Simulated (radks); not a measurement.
Values are calculated unless marked as measured or tabulated.
Problem. Ionisation of Zn2+, [Ar] 3d10, to Zn3+, [Ar] 3d9, under several functionals. Dirac Kohn-Sham, spin-unpolarised, spherical densities, finite nucleus; open shells are shared between the two j in proportion to 2j + 1; a radial shooting solver on a logarithmic mesh with Libxc functionals. The NIST Atomic Spectra Database gives 39.723 eV (measured). Rank these functionals by the error of their Delta-SCF ionisation energy: AM05; Wu-Cohen GGA; exchange-only LDA; PBE; LDA (Slater exchange, Perdew-Zunger correlation); BP86; BLYP; exchange-only B88.

Solution. From best to worst: exchange-only B88 39.352 eV (-0.371); exchange-only LDA 39.172 eV (-0.551); AM05 40.526 eV (+0.803); PBE 40.534 eV (+0.810); BLYP 40.544 eV (+0.821); Wu-Cohen GGA 40.552 eV (+0.829); BP86 40.608 eV (+0.885); LDA (Slater exchange, Perdew-Zunger correlation) 40.890 eV (+1.167). Spin polarisation and multiplet splitting are left out, so open shells lie too high by an amount that depends on their filling.

Beside tabulated values, note that spin-unpolarised runs miss the spin-polarisation part of the exchange energy of open shells.
